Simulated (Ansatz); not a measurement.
`[CH3][GeH2][GeH3]` + HBr → `[GeH3][Br]` + `[CH3][GeH3]` at 500 K and 1 bar (cleavage of the Ge–Ge bond).

Computed with Ansatz on PBE0-D4/def2-TZVP structures; ΔE is electronic, products minus reactants. CCSD(T)/CBS adds triple-zeta CCSD(T) − MP2 to the extrapolated MP2 energy (def2 sets, frozen cores). For Br, Ge outer-core shells are correlated without core-valence functions, which leaves a few kJ/mol of doubt a bond. Scalar relativity is left out up to krypton.

| species | CCSD(T)/CBS energy (Eh) | H − E (kJ/mol) | S (J/(mol·K)) |
| --- | --- | --- | --- |
| `[CH3][GeH2][GeH3]` | -4195.09161 | 246.0 | 422.2 |
| HBr | -2573.91920 | 30.5 | 213.7 |
| `[GeH3][Br]` | -4651.26096 | 88.8 | 308.7 |
| `[CH3][GeH3]` | -2117.76728 | 187.1 | 312.2 |

H − E and S are ideal-gas, rigid-rotor, harmonic terms from PBE0-D4/def2-TZVP. 1 Eh = 2625.50 kJ/mol, R = 8.31446 J/(mol·K).

Problem. By hand: ΔE, ΔH, ΔS and ΔG.

Solution. ΔE = (-4651.26096) + (-2117.76728) − (-4195.09161) − (-2573.91920) = -0.01743 Eh = -45.8 kJ/mol. Δ(H − E) = 88.8 + 187.1 − 246.0 − 30.5 = -0.6, so ΔH = -46.4 kJ/mol. ΔS = 308.7 + 312.2 − 422.2 − 213.7 = -15.0 J/(mol·K). ΔG = -46.4 − 500 × (-15.0)/1000 = -38.9 kJ/mol.

Problem. By hand: the equilibrium constant, and the temperature at which ΔG would vanish if ΔH and ΔS stayed fixed.

Solution. log₁₀ K = −ΔG/(RT ln 10) = 4.1. ΔG = 0 at ΔH/ΔS = 3093 K, far beyond where these terms or the molecules hold.

ΔH outweighs TΔS. A doubt of 5 kJ/mol in ΔE shifts log₁₀ K by 0.5 here. These are equilibria of isolated gas molecules and say nothing of rates. Largest T1 diagnostic: 0.011 (customary marks: 0.02 for closed shells, 0.045 for open ones).
